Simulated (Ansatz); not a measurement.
Relaxation of Cl2FH3O2Ti (9 atoms, charge 0, multiplicity 1), to a largest force component of 0.03 eV/Å in at most 50 steps.

These are results of RKS BLYP-D4/def2-SVP in Ansatz 0.2.0, not measurements.

```xyz
9
Properties=species:S:1:pos:R:3
Ti -0.050 -0.149 0.084
Cl -0.216 -0.132 2.424
O 1.629 -0.192 -0.514
H 2.035 -0.930 -1.010
Cl -1.293 1.410 -0.886
O -0.749 -1.707 -0.384
H -1.593 -2.180 -0.251
F 1.199 2.404 1.115
H 0.984 2.087 1.967
```

Where does it end, and by what steps?

It converged. After 10 steps the energy has fallen by 0.199 eV; F8 moved furthest, 0.41 Å. Joined: Ti1–F8 (3.02 → 2.40 Å).

| step | energy less start (eV) | largest force component (eV/Å) | accepted |
| --- | --- | --- | --- |
| 0 | 0.0000 | 0.909 | yes |
| 1 | -0.1148 | 0.397 | yes |
| 2 | -0.1503 | 0.342 | yes |
| 3 | -0.1767 | 0.330 | yes |
| 4 | -0.1886 | 0.378 | yes |
| 5 | -0.1562 | 1.017 | no |
| 6 | -0.1967 | 0.113 | yes |
| 7 | -0.1978 | 0.112 | yes |
| 8 | -0.1987 | 0.031 | yes |
| 9 | -0.1985 | 0.102 | no |
| 10 | -0.1991 | 0.010 | yes |

```xyz
9
Properties=species:S:1:pos:R:3
Ti 0.062 0.012 0.183
Cl -0.081 -0.018 2.503
O 1.705 -0.147 -0.511
H 1.983 -0.943 -1.006
Cl -1.334 1.351 -0.930
O -0.640 -1.575 -0.191
H -1.550 -1.893 -0.338
F 0.995 2.077 0.975
H 0.806 1.748 1.861
```

Whether the end is a true minimum wasn't checked by a vibrational analysis.

Time of the run: 25 s on 4 threads of Arm Neoverse V2, with other jobs on the host, peak memory 0.2 GiB.
